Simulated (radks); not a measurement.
The numbers below are computed, except where a source is named.
Polarisability of the cobalt ion Co8+, [Ar] 3d1, at imaginary frequency. Level of theory: non-relativistic Kohn-Sham, LB94 model potential, spin-unpolarised, spherical densities, point nucleus (a radial shooting solver on a logarithmic mesh with Libxc functionals). Response by self-consistent Sternheimer equations with the Hartree and adiabatic LDA kernel.

| w (hartree) | alpha1(iw) (bohr^3) |
|---|---|
| 0.00266 | 0.4537 |
| 0.0143 | 0.4537 |
| 0.0360 | 0.4536 |
| 0.0697 | 0.4535 |
| 0.118 | 0.4530 |
| 0.186 | 0.4521 |
| 0.280 | 0.4500 |
| 0.413 | 0.4457 |
| 0.605 | 0.4368 |
| 0.892 | 0.4189 |
| 1.35 | 0.3827 |
| 2.12 | 0.3150 |
| 3.59 | 0.2114 |
| 6.94 | 0.1005 |
| 17.5 | 0.02692 |

Static values: alpha1 = 0.4537 bohr^3 (0.06723 angstrom^3; uncoupled 0.6934). C6 = 0.5296, triple-dipole C9 = 0.1722 atomic units. One-pole (London) frequency 4 C6 / (3 alpha1^2) = 3.430 hartree, against 6.776 for minus the highest occupied eigenvalue.
